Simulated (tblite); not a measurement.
A tight-binding relaxation on `CC[SiH](O)O`.

Computed with GFN2-xTB geometry optimisation, gas phase (tblite 0.8.0). Start geometry: from a force field or distance geometry. A driver script takes a list of jobs; this job's settings line and coordinates (Å) are shown.

Command:
```bash
OMP_NUM_THREADS=1 python probes_run.py task.json out
```

Input:
```
{"job": {"kind": "relax", "xc": "GFN2-xTB", "basis": "xTB"}, "charge": 0, "multiplicity": 1}
C      1.597400    -0.548200     0.226600
C      0.754900     0.506900    -0.508300
Si    -1.029100     0.459200    -0.073700
O     -1.311300    -0.376600     1.396900
O     -1.987200    -0.301700    -1.294700
H      2.597500    -0.472700    -0.247000
H      1.226000    -1.563100     0.000700
H      1.681500    -0.357400     1.308700
H      1.157700     1.523300    -0.325400
H      0.902600     0.275800    -1.581700
H     -1.525400     1.852000     0.048200
H     -1.779200     0.204600     2.052900
H     -2.289900    -1.201700    -1.021000
```

Output:
```
step      E/eV     max force
  0    -497.79199    3.012
  1    -498.06063    1.346
  2    -498.14793    0.711
  3    -498.17300    0.677
  4    -498.19597    0.361
  5    -498.20356    0.342
  6    -498.21606    0.282
  7    -498.22244    0.273
  8    -498.22691    0.141
  9    -498.22928    0.138
... (106 lines left out)
116    -498.35007    0.024
117    -498.35013    0.022
118    -498.35021    0.031
119    -498.35030    0.032
120    -498.35041    0.026
121    -498.35050    0.024
122    -498.35059    0.020
123    -498.35065    0.016
124    -498.35069    0.015
125    -498.35071    0.009
```

«max force» is the largest atomic force in eV/Å.

Q: From which step on does the largest force stay under 0.1 eV/Å, and how much energy is left to gain from there?

A: From step 91 (0.052 eV/Å), 6.1 meV above the end.

Main results: energy lowered by 12.9 kcal/mol over 125 steps; largest atomic force 0.009 eV/Å at the end.

Q: Where do the atoms end?

A: 0.460 Å rms from the input after alignment:
```
atom  x, y, z in Å
C1     1.5358   -0.6521    0.0691
C2     0.7759    0.5944   -0.3774
Si3   -1.1030    0.4525   -0.1359
O4    -1.5194    0.0329    1.3899
O5    -1.6173   -0.7625   -1.0755
H6     2.6080   -0.5301   -0.0797
H7     1.2069   -1.5158   -0.5029
H8     1.3585   -0.8557    1.1232
H9     1.1540    1.4606    0.1698
H10    0.9929    0.7811   -1.4286
H11   -1.7836    1.7007   -0.4858
H12   -1.2274    0.5569    2.1286
H13   -2.3856   -1.2623   -0.8127
```

On one thread of an Arm Neoverse V2, no GPU (shared host), this took 0.41 s.
Labels such as C1 count atoms from 1, the log's own numbers from 0.
